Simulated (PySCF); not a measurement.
Start geometry of (BeS)2 ring, Be2S2 from GFN2-xTB (Å):
```
atom  x, y, z in Å
Be1   -0.1636    0.4584   -0.8650
S2     1.5480    0.7117    0.0789
Be3    0.1636   -0.4584    0.8658
S4    -1.5479   -0.7117   -0.0797
```

Task: What comes out of this run: PySCF 2.14.0, PBE0-D3(BJ)/def2-SVP geometry optimisation, gas phase?

Result: 
```
atom  x, y, z in Å
Be1   -0.1622    0.4617   -0.8687
S2     1.5001    0.7281    0.1073
Be3    0.1620   -0.4618    0.8686
S4    -1.5000   -0.7281   -0.1072
```

The energy falls by 0.025 eV over 7 energy and gradient evaluations, the largest force component goes from 0.0132 to 3.7e-04 Eh/bohr, and the atoms move by 0.025 Å rms after alignment. Among the bonds, Be1–S4 and S2–Be3 change most and about equally (-0.030 Å). Bonds longer at the end by more than 0.005 Å: 0 of 4; shorter: 4. Rotational constants go from 28441, 2717, 2480 to 28209, 2831, 2573 MHz. The orientation of the end geometry is arbitrary; only internal coordinates are fixed.

The run used 54 basis functions and 34 SCF cycles in all. Hardware: one thread of an x86-64 server, no GPU, shared host. Cost: 5.7 s of wall time.

No frequency check. The numbers are those of one conformer.
